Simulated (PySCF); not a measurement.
Working out the ionisation energy of Re²⁺

Re²⁺ [Xe] 4f14 5d5 (6S) → Re³⁺ [Xe] 4f14 5d4 (5D). Calculation: PySCF 2.14, in aug-cc-pwCVDZ-PP with ECP60MDF; a scalar-relativistic core potential. Frozen: 5s2 5p6. Energies in hartree (1 hartree = 27.21139 eV):

| part | Re²⁺ (lower) | Re³⁺ (upper) |
| --- | --- | --- |
| UHF | -77.039793 | -76.037876 |
| CCSD correlation | -0.056069 | -0.033954 |
| (T) | -0.000359 | -0.000110 |

Problem. What does Hartree-Fock give?

Solution. (-76.037876) − (-77.039793) = 1.001917 hartree = 27.264 eV.

Problem. What do CCSD and CCSD(T) give?

Solution. The CCSD correlation energies differ by 0.022115 hartree = 0.602 eV and the triples by 0.000249 hartree = 0.007 eV, so CCSD gives 27.866 eV and CCSD(T) 27.873 eV.

Reference: 27 ± 1.6 eV (theoretical estimate listed by NIST; NIST Atomic Spectra Database, ionization energies), between the lowest levels; spin-orbit coupling is absent from the calculation.

A double-zeta basis recovers only part of the correlation energy.

What remains against the reference includes basis incompleteness, the frozen core and higher excitations.
